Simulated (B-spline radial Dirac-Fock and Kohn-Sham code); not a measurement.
Pb⁴⁺: N5-O23O23 lines in intermediate coupling

System: Pb⁴⁺, configuration [Xe] 4f14 5d10.

Input of the calculation (task.json; shells as n, l, electrons):

```json
{"items": [{
  "Z": 82,
  "q": 4,
  "cfg": [[1, 0, 2], [2, 0, 2], [2, 1, 6], [3, 0, 2], [3, 1, 6], [3, 2, 10], [4, 0, 2], [4, 1, 6], [4, 2, 10], [4, 3, 14], [5, 0, 2], [5, 1, 6], [5, 2, 10]],
  "A": 208,
  "rrms": 5.5012,
  "do": ["binding", "quiet", "double"]
}]}
```

Run with: `python xray_run.py task.json out`

The computed values come from a radial finite-basis atomic code: Dirac-Fock (average of configuration) total-energy differences with a finite nucleus, the Breit interaction including its frequency dependence, and self-energy and vacuum-polarisation corrections. The two-hole levels come from diagonalising the Coulomb interaction among the jj configurations; intensities are independent-particle Coulomb rates. Kinetic energies are from the vacuum level. No correlation.

| kinetic energy (eV) | J | leading jj holes (weight) | leading LS term (weight) |
| --- | --- | --- | --- |
| 127.8 | 0 | O2O2 (0.99) | ³P0 (0.58) |
| 151.5 | 2 | O2O3 (1.00) | ¹D2 (0.73) |
| 153.8 | 1 | O2O3 (1.00) | ³P1 (1.00) |
| 171.6 | 0 | O3O3 (0.99) | ¹S0 (0.58) |
| 175.7 | 2 | O3O3 (1.00) | ³P2 (0.73) |

The intensity is shared as follows: 151.5 eV 74.5 %, 175.7 eV 19.8 %, 127.8 eV 5.1 %, 153.8 eV 0.6 %, 171.6 eV 0.0 %.

The strongest line, by its leading LS label ¹D2, lies at 151.5 eV. The mean weight of the leading component is 1.00 in jj and 0.72 in LS coupling, so jj labels describe these levels better.
